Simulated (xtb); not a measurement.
SiCl₃I, SMILES Cl[Si](I)(Cl)Cl. All values are semi-empirical tight-binding results from xtb (GFN2-xTB unless named), good for trends rather than for accurate numbers. The structure is a stationary point at GFN2-xTB.

Computed properties:
The point group as xtb finds it comes out as C3v and the orbital gap is 5.87 eV. The zero-point energy is 3.6 kcal/mol. The G − E(el) at 298.15 K (modified RRHO) is -17.8 kcal/mol. The static polarisability (D4 model) comes out as 103.0 bohr³, the solvation energy, GFN2-xTB/ALPB(water) is -1.1 kcal/mol and the solvation energy, GFN2-xTB/ALPB(toluene) is -5.2 kcal/mol.
